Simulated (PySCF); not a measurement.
Species: methylacetylacetone, C6H10O2.
SMILES with atom numbers: `[CH3:1][C:2](=[O:3])[CH:4]([CH3:5])[C:6]([CH3:7])=[O:8]` (hydrogens: H9, H10, H11 on C1; H12 on C4; H13, H14, H15 on C5; H16, H17, H18 on C7)

Computed with PBE0-D3(BJ)/def2-SVP geometry optimisation, gas phase in PySCF 2.14.0.

Question: Give the optimised bond lengths and angles.

Answer: 
```csv
bond,length (Å)
"C1–C2, C6–C7",1.502
"C2=O3, C6=O8",1.207
"C2–C4, C4–C6",1.535
C4–C5,1.519
C1–H9 and 5 like bonds,1.100
C4–H12,1.100
"C5–H13, C5–H14, C5–H15",1.099
```

Bonds in one row agree within 0.01 Å and their mean is given. A selection of angles:
```csv
angle,degrees
C2–C1–H9,109.4
C2–C1–H11,110.5
H9–C1–H10,110.6
H9–C1–H11,109.6
H10–C1–H11,106.9
C1–C2–O3,122.7
C1–C2–C4,117.1
O3–C2–C4,120.2
C2–C4–C5,115.2
C2–C4–C6,104.3
C2–C4–H12,104.9
C5–C4–C6,111.6
C5–C4–H12,111.9
C6–C4–H12,108.4
C4–C5–H13,111.5
C4–C5–H14,110.1
H13–C5–H14,107.9
H13–C5–H15,109.2
C4–C6–C7,115.8
C4–C6–O8,120.7
```

Dihedral angles: C1–C2–C4–C5 -34° (synclinal); C2–C4–C6–C7 85° (synclinal). The mirror-image conformer, all signs reversed, is as good.

The C–C distances run from 1.501 Å (C6–C7, drawn single) to 1.535 Å (C4–C6, drawn single), a spread of 0.034 Å. Of the pairs four or more bonds apart, O8···H15 is among the closest relative to their van der Waals radii: 2.53 Å, 93 % of the sum of Bondi's values.

Point group: C1 (no symmetry element, even within 0.4 Å). Whether it is a minimum is left open (no frequencies). The numbers are those of one conformer.
